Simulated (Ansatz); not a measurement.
Consider the ligand exchange at the Si–O bond: `CO[SiH](C)F` + `O[SiH2]O` → `C[SiH](F)O[SiH2]O` + CH₃OH.

Computed with Ansatz on PBE0-D4/def2-TZVP structures; ΔE is electronic, products minus reactants. CBS: MP2 limit from def2 TZ/QZ plus the TZ coupled-cluster correction, frozen cores. This one scheme is used for every species. Each species was taken in one conformer, which may not be the lowest.

`CO[SiH](C)F`:

Z-matrix (Å, degrees):
```
C
O 1 1.411
H 1 1.094 2 110.9
H 1 1.091 2 108.3 3 119.3
H 1 1.096 2 111.6 3 -121.3
Si 2 1.628 1 124.7 3 78.1
F 6 1.602 2 109.7 1 -65.8
C 6 1.843 2 108.2 1 175.0
H 6 1.486 2 109.8 1 49.4
H 8 1.092 6 110.5 2 57.7
H 8 1.092 6 110.7 2 177.7
H 8 1.092 6 110.5 2 -62.2
```

`O[SiH2]O`:

Z-matrix (Å, degrees):
```
Si
O 1 1.642
O 1 1.642 2 113.5
H 1 1.481 2 111.5 3 116.9
H 1 1.481 2 103.8 3 -121.2
H 2 0.958 1 117.7 3 -66.0
H 3 0.958 1 117.7 2 -66.0
```

`C[SiH](F)O[SiH2]O`:

```xyz
13

C    -0.270    1.296   -1.565
Si   -0.878    0.929    0.138
F    -2.079   -0.128    0.026
O     0.277    0.261    1.067
Si    1.075   -1.154    1.267
O     0.657   -2.246    0.118
H     0.089    0.382   -2.046
H     0.556    2.011   -1.532
H    -1.065    1.721   -2.181
H    -1.407    2.113    0.848
H     2.522   -0.920    1.090
H     0.752   -1.655    2.625
H    -0.229   -2.612    0.146
```

CH₃OH:

```xyz
6

C     0.090    0.047    0.341
O    -0.109    0.402   -1.008
H     0.464    0.934    0.854
H     0.833   -0.752    0.458
H    -0.840   -0.264    0.834
H    -0.437   -0.366   -1.480
```

```csv
species,CCSD(T)/CBS(def2) energy (Eh)
`CO[SiH](C)F`,-544.48370
`O[SiH2]O`,-441.92975
`C[SiH](F)O[SiH2]O`,-870.80254
CH₃OH,-115.61712
```

Problem. Work out ΔE.

Solution. ΔE = (-870.80254) + (-115.61712) − (-544.48370) − (-441.92975) = -0.00621 Eh = -16.3 kJ/mol.

Largest T1 diagnostic among the species: 0.011.

In def2-TZVPP, CCSD(T) changes the Hartree–Fock value by +4.2 kJ/mol (the triples alone add +0.8 kJ/mol) and MP2 by +5.5 kJ/mol. The D4 term adds −4.7 kJ/mol with B3LYP and −2.9 kJ/mol with PBE0; it sums over pairs of atoms, weighted by their polarisabilities, and B3LYP, whose exchange is more repulsive, gets the larger term. From PBE to PBE0 (25 % exact exchange), in def2-TZVPP and without D4, ΔE moves by −3.3 kJ/mol.

B3LYP here is the variant with VWN-RPA as its local correlation; programs differ in this.
